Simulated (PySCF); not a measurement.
Si(F)2(OH)(SeH) (F₂H₂OSeSi), SMILES F[Si]([SeH])(F)O. Atoms are numbered in the order given.

```xyz
7

O     -1.0117     1.5825     0.9806
Si    -0.7367     0.0870     0.3856
F     -1.8390    -0.3383    -0.7044
F     -0.9053    -0.8942     1.6410
Se     1.2344    -0.1606    -0.6643
H     -0.8255     2.3292     0.4037
H      1.9642     0.3455     0.5095
```
Charge 0, spin multiplicity 1.

The structure is a stationary point at PBE0-D3(BJ)/def2-SVP. The structure was generated by enumeration, and PubChem lists no compound with its InChIKey, so it may never have been made. One conformer was computed; it need not be the lowest.

The numbers are results of PBE0-D3(BJ)/def2-SVP in PySCF 2.14.0, not measurements.

Frequencies are harmonic and unscaled.

```
mode  ν (cm⁻¹)  IR (km/mol)  Raman (Å⁴/amu)  depolarisation  moving atoms (share of kinetic energy)
----  --------  -----------  --------------  --------------  --------------------------------------
1          147          2.5             4.9            0.75                  H 43 %, F 27 %, O 25 %
2          169         22.4             1.2            0.73                  H 46 %, F 29 %, O 13 %
3          173         28.1             1.0            0.74                  F 52 %, H 33 %, Se 9 %
4          260          4.5             4.3            0.37                 F 42 %, Se 35 %, H 13 %
5          281         78.1             4.5            0.60         H 39 %, O 23 %, F 18 %, Si 12 %
6          310         16.8             0.8            0.75          F 39 %, O 36 %, Si 16 %, H 8 %
7          335         30.5             1.1            0.71         F 48 %, H 29 %, O 12 %, Si 10 %
8          481        114.6             3.9            0.02         Si 53 %, F 22 %, O 15 %, Se 9 %
9          670          5.2            10.1            0.75                                  H 93 %
10         783        223.5             1.3            0.48                          H 79 %, O 14 %
11         844        214.6             4.6            0.01                 F 48 %, Si 29 %, O 22 %
12         989        162.4             0.8            0.57                         Si 50 %, F 47 %
13        1005        134.5             1.3            0.64                 Si 47 %, O 32 %, F 13 %
14        2454          3.4           132.0            0.31                                  H 99 %
15        3939        141.3            52.6            0.27                                  H 94 %
```
